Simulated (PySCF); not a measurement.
**Spinor energies of La⁴³⁺ (lanthanum, charge +43)**

Start: [Ne] 3s2 3p2; 3p1/2 filled at m_j = -1/2, +1/2. Calculated with PySCF 2.14 in an even-tempered Gaussian basis (18 s from 9.8 bohr⁻², ratio 2.4; 14 p from 13 bohr⁻², ratio 2.4; 4 d from 44 bohr⁻², ratio 2.6; 4 f from 67 bohr⁻², ratio 2.6): generalised Hartree-Fock with the X2C-1e Hamiltonian and a Gaussian nucleus; one run each with spin-orbit coupling (SO) switched off, then screened by Boettger's factors.

```json
{"spinor shell": "1s1/2", "electrons": "2", "ε, spin-free (eV)": "-41894.7", "ε, screened SO (eV)": "-41883.6", "weight of nominal j (screened SO)": "1.000", "rms radius, screened SO (bohr)": "0.0286"}
{"spinor shell": "2s1/2", "electrons": "2", "ε, spin-free (eV)": "-8961.0", "ε, screened SO (eV)": "-8955.6", "weight of nominal j (screened SO)": "1.000", "rms radius, screened SO (bohr)": "0.114"}
{"spinor shell": "2p1/2", "electrons": "2", "ε, spin-free (eV)": "-8317.1", "ε, screened SO (eV)": "-8617.4", "weight of nominal j (screened SO)": "1.000", "rms radius, screened SO (bohr)": "0.0980"}
{"spinor shell": "2p3/2", "electrons": "4", "ε, spin-free (eV)": "-8317.1", "ε, screened SO (eV)": "-8177.9", "weight of nominal j (screened SO)": "1.000", "rms radius, screened SO (bohr)": "0.104"}
{"spinor shell": "3s1/2", "electrons": "2", "ε, spin-free (eV)": "-3533.9", "ε, screened SO (eV)": "-3531.6", "weight of nominal j (screened SO)": "1.000", "rms radius, screened SO (bohr)": "0.275"}
{"spinor shell": "3p1/2", "electrons": "2", "ε, spin-free (eV)": "-3355.6", "ε, screened SO (eV)": "-3418.9", "weight of nominal j (screened SO)": "1.000", "rms radius, screened SO (bohr)": "0.262"}
```

```json
{"quantity": "E (hartree)", "spin-free": "-6777.15458", "screened SO": "-6785.05234"}
{"quantity": "M_J", "spin-free": "0", "screened SO": "0"}
{"quantity": "⟨J²⟩", "spin-free": "2.001", "screened SO": "0.000"}
{"quantity": "⟨L²⟩", "spin-free": "2.000", "screened SO": "1.340"}
{"quantity": "⟨S²⟩", "spin-free": "2.000", "screened SO": "1.340"}
```

Breit and QED terms are absent; they matter most for the inner s and p1/2 levels.

Densities and radii are taken from the X2C orbitals without a picture-change correction, which distorts them close to the nucleus.

Without spin-orbit coupling the j labels of p, d and f shells carry no meaning; the spin-free column gives the mean over the occupied spinors of each nl shell.
